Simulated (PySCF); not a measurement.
# Vibration and rotation of PrF

UHF-MP2 constants of PrF, quintet, about 2.9 electrons in the 4f shell (Mulliken), real f orbitals that mix terms (PySCF, spin-free X2C with a Gaussian nucleus, basis sets Pr x2c-SVPall, F x2c-SVPall; masses 140.9076 and 18.9984 u):

| Property | Result |
| --- | --- |
| ωe | 539.7 cm⁻¹ |
| ωexe | 1.54 cm⁻¹ |
| Be | 0.23819 cm⁻¹ |
| αe | 0.00107 cm⁻¹ |
| D (centrifugal) | 1.86e-07 cm⁻¹ |

**Question.** Give the vibrational terms G(v) and spacings up to v = 6.

**Answer.** G(v) = ωe(v+½) − ωexe(v+½)².

| v | G(v) (cm⁻¹) | G(v) − G(v−1) | Bv (cm⁻¹) |
| --- | --- | --- | --- |
| 0 | 269.5 |  | 0.2377 |
| 1 | 806.1 | 536.6 | 0.2366 |
| 2 | 1339.6 | 533.5 | 0.2355 |
| 3 | 1870.1 | 530.5 | 0.2344 |
| 4 | 2397.5 | 527.4 | 0.2334 |
| 5 | 2921.8 | 524.3 | 0.2323 |
| 6 | 3443.0 | 521.2 | 0.2312 |

Correlated steps freeze 19 core orbitals. Spin–orbit coupling is left out, which matters for elements this heavy, above all for dissociation energies. The state is the lowest single determinant that the PBE0 search found; with open d or f shells the true ground state can be another one.
